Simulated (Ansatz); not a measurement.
ZnSiH2S2F4 (charge +1): a saddle search.

Input (in.yaml):

```yaml
crystal:
  periodic: [false, false, false]
  atoms:
    - {symbol: Si, position_ang: [-1.283600, 1.308300, -0.516900]}
    - {symbol: F, position_ang: [1.810800, -0.321100, -0.484800]}
    - {symbol: F, position_ang: [-1.425900, -0.285100, -0.612200]}
    - {symbol: F, position_ang: [-2.686600, 1.791900, 0.016100]}
    - {symbol: F, position_ang: [-1.186600, 1.809400, -2.008800]}
    - {symbol: H, position_ang: [1.429600, 0.725000, -0.275700]}
    - {symbol: S, position_ang: [0.393300, 1.691700, 0.664000]}
    - {symbol: Zn, position_ang: [0.536700, -0.763900, 1.177100]}
    - {symbol: S, position_ang: [0.799500, -2.956100, 1.543000]}
    - {symbol: H, position_ang: [1.612700, -3.000000, 0.498200]}
basis:
  gaussian: {orbitals: def2-SVP}
total_charge: 1
hamiltonian: {xc: pbe0, dispersion: d4}
saddle:
  max_steps: 30
  mode_guess:
    - [0.0276, -0.0246, -0.0273]
    - [0.1235, -0.1882, -0.1016]
    - [0.1477, 0.0281, -0.0678]
    - [0.0993, -0.1927, 0.1175]
    - [-0.2266, 0.0790, 0.0357]
    - [-0.1488, 0.4008, 0.2279]
    - [0.0528, 0.1194, -0.0168]
    - [0.2665, -0.2876, -0.4209]
    - [-0.2684, 0.1443, -0.0612]
    - [-0.0735, -0.0785, 0.3145]
```

Command:

```bash
ansatz run in.yaml --threads 4 --pin off --events-out ev --progress --plain --max-ram 46080MiB --backend cuda --devices 0, --max-vram 37GiB
```

Output of Ansatz 0.2.0:

```
Functional definition: PBE0
  name "PBE0"
  cite "Adamo & Barone, J. Chem. Phys. 110, 6158 (1999) doi:10.1063/1.478522"
  cite "Perdew, Burke & Ernzerhof, Phys. Rev. Lett. 77, 3865 (1996) doi:10.1103/PhysRevLett.77.3865"
  parent pbe
  parameter a = 0.25
  parameter kappa = 0.804
  parameter beta = 0.06672455060314922
  exchange = (1 - a)*pbe_x(kappa = kappa, mu = beta*pi^2/3) + a*exact_x
  correlation = pbe_c(beta = beta)
1493 factors; integrals over basis functions are off by at most 4.6e-4 eV
mean field evaluation 1: about -88802.0978 eV, gradient 8.5e1 eV
mean field evaluation 2: about -88802.1641 eV, gradient 8.5e1 eV
mean field evaluation 4: about -88809.7371 eV, gradient 4.4e1 eV
mean field evaluation 8: about -88813.1774 eV, gradient 9.1e0 eV
mean field evaluation 16: about -88813.4659 eV, gradient 7.2e-1 eV
mean field evaluation 32: about -88641.0045 eV, gradient 2.6e2 eV
mean field evaluation 64: about -88811.4107 eV, gradient 5.9e0 eV
mean field -88813.52778154 eV, -3263.8369460002 hartree, gradient 1.2e-5 eV, S^2 0.750000; 10 other end points of the search recorded, 0 dependent functions left out
the calculation of the forces begins
reference -88813.52781565 eV, -3263.8369472539 hartree; 57, 56 occupied and 94, 95 virtual orbitals, 1493 factors
these checks for a lower state are left out or cut short: stability, starts, cluster_reference, orbital_swaps, neighbouring_geometries, increment
1493 factors; integrals over basis functions are off by at most 4.6e-4 eV
mean field -88813.50952102 eV, -3263.8362749384 hartree, gradient 2.2e-6 eV, S^2 0.750000; 0 other end points of the search recorded, 0 dependent functions left out
the calculation of the forces begins
reference -88813.50955516 eV, -3263.8362761931 hartree; 57, 56 occupied and 94, 95 virtual orbitals, 1493 factors
these checks for a lower state are left out or cut short: stability, starts, cluster_reference, orbital_swaps, neighbouring_geometries, increment
1493 factors; integrals over basis functions are off by at most 4.6e-4 eV
mean field -88813.53499247 eV, -3263.8372109970 hartree, gradient 3.9e-6 eV, S^2 0.750000; 0 other end points of the search recorded, 0 dependent functions left out
the calculation of the forces begins
reference -88813.53502659 eV, -3263.8372122511 hartree; 57, 56 occupied and 94, 95 virtual orbitals, 1493 factors
saddle step   1: F+E_penalty+E_count = -88813.80514456 eV  max|allowed force component| = 2.638e0 eV/Å  curvature = -0.6003 eV/Å²  mode residual = 6.22e0 eV/Å²  Δτ_max = 0.0000 Å  (1 rotations, 3 force calls, 245 SCF iters)  cluster: 3 rotations left out, max|force component along them| = 2.155e-7 eV/Å
saddle step   2: F+E_penalty+E_count = -88814.13951565 eV  max|allowed force component| = 2.189e0 eV/Å  curvature = +0.7526 eV/Å²  mode residual = 3.88e0 eV/Å²  Δτ_max = 0.0997 Å  (1 rotations, 4 force calls, 131 SCF iters)  cluster: 3 rotations left out, max|force component along them| = 1.924e-7 eV/Å
saddle step   3: F+E_penalty+E_count = -88814.26731497 eV  max|allowed force component| = 1.783e0 eV/Å  curvature = +0.4371 eV/Å²  mode residual = 2.70e0 eV/Å²  Δτ_max = 0.0766 Å  (1 rotations, 4 force calls, 111 SCF iters)  cluster: 3 rotations left out, max|force component along them| = 1.610e-7 eV/Å
WARN: saddle search: on two steps running the search has had no negative curvature along its mode to follow, on a curvature that misses the negative of saddle.curvature_tol by less than its residual: at step 3, +0.437 eV/Å² with a residual of 2.70e0 eV/Å² (extrapolated from the last rotation, not read by a force call). A negative curvature could lie within that residual, and the search be climbing where it has one to follow. Its rotation spent its cap of 1: raise saddle.rotation.max_rotations, or give a saddle.mode_guess nearer the mode
saddle step   4: F+E_penalty+E_count = -88814.34389011 eV  max|allowed force component| = 1.451e0 eV/Å  curvature = +0.6552 eV/Å²  mode residual = 3.05e0 eV/Å²  Δτ_max = 0.0625 Å  (1 rotations, 4 force calls, 105 SCF iters)  cluster: 3 rotations left out, max|force component along them| = 8.541e-8 eV/Å
saddle step   5: F+E_penalty+E_count = -88814.39960587 eV  max|allowed force component| = 1.198e0 eV/Å  curvature = +0.5835 eV/Å²  mode residual = 2.45e0 eV/Å²  Δτ_max = 0.0662 Å  (1 rotations, 4 force calls, 102 SCF iters)  cluster: 3 rotations left out, max|force component along them| = 1.071e-7 eV/Å
saddle step   6: F+E_penalty+E_count = -88814.44355837 eV  max|allowed force component| = 1.003e0 eV/Å  curvature = +0.5912 eV/Å²  mode residual = 2.21e0 eV/Å²  Δτ_max = 0.0695 Å  (1 rotations, 4 force calls, 103 SCF iters)  cluster: 3 rotations left out, max|force component along them| = 1.241e-7 eV/Å
saddle step   7: F+E_penalty+E_count = -88814.47788569 eV  max|allowed force component| = 8.536e-1 eV/Å  curvature = +0.5749 eV/Å²  mode residual = 1.97e0 eV/Å²  Δτ_max = 0.0707 Å  (1 rotations, 4 force calls, 99 SCF iters)  cluster: 3 rotations left out, max|force component along them| = 1.374e-7 eV/Å
saddle step   8: F+E_penalty+E_count = -88814.50429621 eV  max|allowed force component| = 7.404e-1 eV/Å  curvature = +0.5785 eV/Å²  mode residual = 1.72e0 eV/Å²  Δτ_max = 0.0713 Å  (1 rotations, 4 force calls, 99 SCF iters)  cluster: 3 rotations left out, max|force component along them| = 1.667e-7 eV/Å
saddle step   9: F+E_penalty+E_count = -88814.52384884 eV  max|allowed force component| = 6.546e-1 eV/Å  curvature = +0.5649 eV/Å²  mode residual = 1.59e0 eV/Å²  Δτ_max = 0.0711 Å  (1 rotations, 4 force calls, 102 SCF iters)  cluster: 3 rotations left out, max|force component along them| = 2.155e-7 eV/Å
saddle step  10: F+E_penalty+E_count = -88814.53769019 eV  max|allowed force component| = 5.897e-1 eV/Å  curvature = +0.5603 eV/Å²  mode residual = 1.45e0 eV/Å²  Δτ_max = 0.0711 Å  (1 rotations, 4 force calls, 103 SCF iters)  cluster: 3 rotations left out, max|force component along them| = 2.725e-7 eV/Å
saddle step  11: F+E_penalty+E_count = -88814.54652347 eV  max|allowed force component| = 5.407e-1 eV/Å  curvature = +0.5503 eV/Å²  mode residual = 1.36e0 eV/Å²  Δτ_max = 0.0709 Å  (1 rotations, 4 force calls, 102 SCF iters)  cluster: 3 rotations left out, max|force component along them| = 3.553e-7 eV/Å
saddle step  12: F+E_penalty+E_count = -88814.55116677 eV  max|allowed force component| = 5.040e-1 eV/Å  curvature = +0.5468 eV/Å²  mode residual = 1.29e0 eV/Å²  Δτ_max = 0.0708 Å  (1 rotations, 4 force calls, 103 SCF iters)  cluster: 3 rotations left out, max|force component along them| = 4.884e-7 eV/Å
saddle step  13: F+E_penalty+E_count = -88814.55214133 eV  max|allowed force component| = 4.765e-1 eV/Å  curvature = +0.5388 eV/Å²  mode residual = 1.23e0 eV/Å²  Δτ_max = 0.0707 Å  (1 rotations, 4 force calls, 105 SCF iters)  cluster: 3 rotations left out, max|force component along them| = 5.879e-7 eV/Å
saddle step  14: F+E_penalty+E_count = -88814.55008194 eV  max|allowed force component| = 4.554e-1 eV/Å  curvature = +0.5333 eV/Å²  mode residual = 1.19e0 eV/Å²  Δτ_max = 0.0708 Å  (1 rotations, 4 force calls, 104 SCF iters)  cluster: 3 rotations left out, max|force component along them| = 6.653e-7 eV/Å
saddle step  15: F+E_penalty+E_count = -88814.54549920 eV  max|allowed force component| = 4.394e-1 eV/Å  curvature = +0.5283 eV/Å²  mode residual = 1.14e0 eV/Å²  Δτ_max = 0.0710 Å  (1 rotations, 4 force calls, 104 SCF iters)  cluster: 3 rotations left out, max|force component along them| = 7.172e-7 eV/Å
saddle step  16: F+E_penalty+E_count = -88814.53889226 eV  max|allowed force component| = 4.267e-1 eV/Å  curvature = +0.5282 eV/Å²  mode residual = 1.11e0 eV/Å²  Δτ_max = 0.0714 Å  (1 rotations, 4 force calls, 103 SCF iters)  cluster: 3 rotations left out, max|force component along them| = 7.290e-7 eV/Å
saddle step  17: F+E_penalty+E_count = -88814.53130846 eV  max|allowed force component| = 4.164e-1 eV/Å  curvature = +0.5303 eV/Å²  mode residual = 1.08e0 eV/Å²  Δτ_max = 0.0714 Å  (1 rotations, 4 force calls, 103 SCF iters)  cluster: 3 rotations left out, max|force component along them| = 7.057e-7 eV/Å
saddle step  18: F+E_penalty+E_count = -88814.52383801 eV  max|allowed force component| = 4.068e-1 eV/Å  curvature = +0.5347 eV/Å²  mode residual = 1.06e0 eV/Å²  Δτ_max = 0.0709 Å  (1 rotations, 4 force calls, 103 SCF iters)  cluster: 3 rotations left out, max|force component along them| = 6.677e-7 eV/Å
saddle step  19: F+E_penalty+E_count = -88814.51667865 eV  max|allowed force component| = 3.978e-1 eV/Å  curvature = +0.5409 eV/Å²  mode residual = 1.04e0 eV/Å²  Δτ_max = 0.0707 Å  (1 rotations, 4 force calls, 103 SCF iters)  cluster: 3 rotations left out, max|force component along them| = 6.285e-7 eV/Å
saddle step  20: F+E_penalty+E_count = -88814.50996398 eV  max|allowed force component| = 3.886e-1 eV/Å  curvature = +0.5516 eV/Å²  mode residual = 1.03e0 eV/Å²  Δτ_max = 0.0707 Å  (1 rotations, 4 force calls, 103 SCF iters)  cluster: 3 rotations left out, max|force component along them| = 6.589e-7 eV/Å
saddle step  21: F+E_penalty+E_count = -88814.50384686 eV  max|allowed force component| = 3.886e-1 eV/Å  curvature = +0.5654 eV/Å²  mode residual = 1.03e0 eV/Å²  Δτ_max = 0.0709 Å  (1 rotations, 4 force calls, 103 SCF iters)  cluster: 3 rotations left out, max|force component along them| = 7.068e-7 eV/Å
saddle step  22: F+E_penalty+E_count = -88814.49834980 eV  max|allowed force component| = 4.115e-1 eV/Å  curvature = +0.5805 eV/Å²  mode residual = 1.03e0 eV/Å²  Δτ_max = 0.0714 Å  (1 rotations, 4 force calls, 102 SCF iters)  cluster: 3 rotations left out, max|force component along them| = 7.510e-7 eV/Å
saddle step  23: F+E_penalty+E_count = -88814.49357165 eV  max|allowed force component| = 4.307e-1 eV/Å  curvature = +0.5973 eV/Å²  mode residual = 1.05e0 eV/Å²  Δτ_max = 0.0719 Å  (1 rotations, 4 force calls, 102 SCF iters)  cluster: 3 rotations left out, max|force component along them| = 7.887e-7 eV/Å
saddle step  24: F+E_penalty+E_count = -88814.48944162 eV  max|allowed force component| = 4.483e-1 eV/Å  curvature = +0.6126 eV/Å²  mode residual = 1.05e0 eV/Å²  Δτ_max = 0.0726 Å  (1 rotations, 4 force calls, 103 SCF iters)  cluster: 3 rotations left out, max|force component along them| = 8.242e-7 eV/Å
saddle step  25: F+E_penalty+E_count = -88814.48600840 eV  max|allowed force component| = 4.622e-1 eV/Å  curvature = +0.6294 eV/Å²  mode residual = 1.08e0 eV/Å²  Δτ_max = 0.0732 Å  (1 rotations, 4 force calls, 104 SCF iters)  cluster: 3 rotations left out, max|force component along them| = 8.543e-7 eV/Å
saddle step  26: F+E_penalty+E_count = -88814.48312312 eV  max|allowed force component| = 4.745e-1 eV/Å  curvature = +0.6458 eV/Å²  mode residual = 1.10e0 eV/Å²  Δτ_max = 0.0740 Å  (1 rotations, 4 force calls, 103 SCF iters)  cluster: 3 rotations left out, max|force component along them| = 8.891e-7 eV/Å
saddle step  27: F+E_penalty+E_count = -88814.48077249 eV  max|allowed force component| = 4.835e-1 eV/Å  curvature = +0.6625 eV/Å²  mode residual = 1.13e0 eV/Å²  Δτ_max = 0.0746 Å  (1 rotations, 4 force calls, 104 SCF iters)  cluster: 3 rotations left out, max|force component along them| = 9.288e-7 eV/Å
saddle step  28: F+E_penalty+E_count = -88814.47871948 eV  max|allowed force component| = 4.913e-1 eV/Å  curvature = +0.6759 eV/Å²  mode residual = 1.15e0 eV/Å²  Δτ_max = 0.0752 Å  (1 rotations, 4 force calls, 104 SCF iters)  cluster: 3 rotations left out, max|force component along them| = 9.259e-7 eV/Å
saddle step  29: F+E_penalty+E_count = -88814.47694921 eV  max|allowed force component| = 4.961e-1 eV/Å  curvature = +0.6889 eV/Å²  mode residual = 1.18e0 eV/Å²  Δτ_max = 0.0757 Å  (1 rotations, 4 force calls, 104 SCF iters)  cluster: 3 rotations left out, max|force component along them| = 9.563e-7 eV/Å
saddle step  30: F+E_penalty+E_count = -88814.47517397 eV  max|allowed force component| = 4.999e-1 eV/Å  curvature = +0.6992 eV/Å²  mode residual = 1.19e0 eV/Å²  Δτ_max = 0.0762 Å  (1 rotations, 4 force calls, 103 SCF iters)  cluster: 3 rotations left out, max|force component along them| = 9.881e-7 eV/Å
Error: the saddle search did not converge after 30 steps: max|allowed force component| = 5.00e-1 eV/Å (threshold 5.0e-2). At the last step the curvature along the mode is +0.699 eV/Å² (extrapolated from the last rotation, not read by a force call), not resolved as negative, so the search is still climbing. That curvature's residual is 1.19e0 eV/Å². Where the curvature misses the negative of `saddle.curvature_tol` by less than that, a larger `saddle.rotation.max_rotations` or a tighter `saddle.rotation.residual_tol` may find a negative one. To go on, start nearer the saddle, give a better `saddle.mode_guess`, or set a larger `saddle.max_steps` (a set value also replaces the default of 250 for a search that goes on from a second negative curvature), or search again from the last step's geometry and mode. From 28 of its steps before the last this search moved with no negative curvature along its mode to follow. A search started from a geometry of this one does not count those moves and, where it converges, warns only of its own. With `saddle.order_check` unset, a search from the last step can check the order less strictly than this one. `saddle.order_check: true` asks for the full check and warns where it cannot tell. Where this run's directory can be resumed (`checkpoint.write`), a resume goes on for up to `saddle.max_steps` more
F+E_penalty+E_count at the last step = -88814.47517397 eV
to start another search from the last step: its geometry and its mode (saddle.mode_guess, Cartesian), with saddle.order_check: true (the message says why):
  atoms:
    - { symbol: Si, position_ang: [-1.24446406, 1.08247344, -0.32441812] }
    - { symbol: F, position_ang: [2.30704204, 0.35267583, -1.00195571] }
    - { symbol: F, position_ang: [-0.74499451, -0.29070870, -1.17210474] }
    - { symbol: F, position_ang: [-2.44055467, 0.54995298, 0.57285885] }
    - { symbol: F, position_ang: [-1.75714482, 2.09700212, -1.42054931] }
    - { symbol: H, position_ang: [1.90258702, 1.15179772, -0.59624095] }
    - { symbol: S, position_ang: [0.45266716, 1.48324848, 0.80893048] }
    - { symbol: Zn, position_ang: [0.94586517, -0.76292104, -0.00107644] }
    - { symbol: S, position_ang: [-0.14973934, -2.57057456, 1.11480144] }
    - { symbol: H, position_ang: [0.72863602, -3.09284629, 2.01975451] }
  mode_guess:
    - [0.08048064, -0.02908086, -0.00319548]
    - [0.03520832, 0.22011518, -0.06630000]
    - [0.14788085, 0.08263323, -0.17395766]
    - [0.28857839, -0.23014027, 0.14492246]
    - [-0.22783114, -0.00638180, 0.14629662]
    - [-0.16317640, 0.09660171, 0.11291200]
    - [0.14603249, -0.00461115, -0.13065302]
    - [0.18901207, -0.15516676, -0.34627729]
    - [-0.03524163, -0.03293325, -0.08052923]
    - [-0.46094359, 0.05896396, 0.39678162]
  order_check: true


[the SCF lines of later steps are left out]
```

The lines “mean field evaluation” count trial sets of orbitals through the whole run, from several starts and some on an approximate energy, so they need not fall steadily or lie above the final value.

The run took 2.2 min on 4 CPU threads of an AMD EPYC 7R13 and a share of one NVIDIA H100 (shared host), with 0.98 GiB of host memory at its peak.


The run did not converge within its limit. The charge typed is one more than that of the intended reaction, so any result belongs to that ion.